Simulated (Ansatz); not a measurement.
Calculated with Ansatz (gas phase, PBE0-D4/def2-TZVP geometries, no zero-point term in ΔE). CCSD(T)/CBS adds triple-zeta CCSD(T) − MP2 to the extrapolated MP2 energy (def2 sets, frozen cores). This one scheme is used for every species. DFT in def2-TZVPP. Elements past krypton have def2 core potentials. For In, Se outer-core shells are correlated without core-valence functions, which leaves a few kJ/mol of doubt a bond. Scalar relativity is left out up to krypton. One conformer a species, not always the lowest.

Reaction (substitution at a C–In bond): `F[C](=[Se])[InH2]` + H₂S → `FC(S)=[Se]` + `[InH3]`

CCSD(T)/CBS gives +9.9 kcal/mol.

Task: Another level gave +5.0 kcal/mol. Which?
A. B97M-V/def2-TZVPP
B. CCSD/def2-TZVPP
C. r2SCANh/def2-TZVPP
D. PBE-QIDH/def2-TZVPP

Result: C. r2SCANh 5.0, CCSD/def2-TZVPP 8.8, PBE-QIDH 6.5, B97M-V 3.5 kcal/mol.

Largest T1 diagnostic among the species: 0.018.

Leaving LDA and LC-ωPBE aside and taking each functional with its dispersion term where it has one, the values, not all of them listed here, spread over 3.3 kcal/mol, from revPBE-D4 to B2PLYP. LDA lies −1.3 kcal/mol from PBE without D4. At CCSD(T), def2-SVP lies −2.3 kcal/mol from the extrapolated value and def2-TZVPP −0.9 kcal/mol.
